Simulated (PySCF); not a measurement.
[Er(PH3)]3+ at several levels of theory

Computed with PySCF 2.14.0 (density fitting, no spin-orbit coupling) at the geometry relaxed with PBE0:

```xyz
5
[Er(PH3)]3+ (singlet in the valence; each metal's 4f electrons, 11 of them, lie in its core potential, out of spins and levels)
Er    0.0000    0.0000   -0.3673
P     0.0000    0.0000    2.5051
H     1.3332    0.0000    3.0173
H    -0.6666    1.1546    3.0173
H    -0.6666   -1.1546    3.0173
```

```json
{"level": "PBE0", "basis": "Er lcecp-1-SVP with ECP57, P def2-SVP, H def2-SVP", "state": "singlet", "HOMO (eV)": "-24.53", "gap (eV)": "4.85", "charge on Er1 (e)": "2.27", "population of f-type functions on Er1 (polarisation alone where 4f lies in the core)": "0.00", "dipole about the centre of mass (D)": "3.38", "largest force component (eV/Å)": "0.02"}
{"level": "M06-L", "basis": "the same", "state": "singlet", "HOMO (eV)": "-23.63", "gap (eV)": "3.47", "charge on Er1 (e)": "2.34", "population of f-type functions on Er1 (polarisation alone where 4f lies in the core)": "0.00", "dipole about the centre of mass (D)": "3.07", "largest force component (eV/Å)": "0.10"}
{"level": "PBE0", "basis": "Er lcecp-1-TZVP with ECP57, P def2-TZVP, H def2-TZVP", "state": "singlet", "HOMO (eV)": "-24.42", "gap (eV)": "4.79", "charge on Er1 (e)": "2.32", "population of f-type functions on Er1 (polarisation alone where 4f lies in the core)": "0.00", "dipole about the centre of mass (D)": "3.52", "largest force component (eV/Å)": "0.17"}
```

In the lcecp rows the 4f levels are missing from HOMO and gap, and the state counts the valence alone.

Charges are Mulliken's, which hang on the basis. The relaxation used the grid (50, 194), these runs (75, 302) or, all-electron (x2c bases, spin-free X2C Hamiltonian), (99, 590).

Question: What does B3LYP with Er lcecp-1-SVP with ECP57, P def2-SVP, H def2-SVP give here?

Answer: state singlet, HOMO (eV) -24.34, gap (eV) 4.24, charge on Er1 (e) 2.23, population of f-type functions on Er1 (polarisation alone where 4f lies in the core) 0.00, dipole about the centre of mass (D) 3.51, largest force component (eV/Å) 0.17. Time: 3.4 s on 2 threads of Arm Neoverse V1, on a shared host, from an already converged density.

In the first row's basis the gap widens with exact exchange: 3.5 eV for M06-L (none); 4.2 to 4.9 eV for B3LYP, PBE0 (a fixed share).

An lcecp potential fixes the number of 4f electrons, so in runs with it no electron can move into or out of that shell.
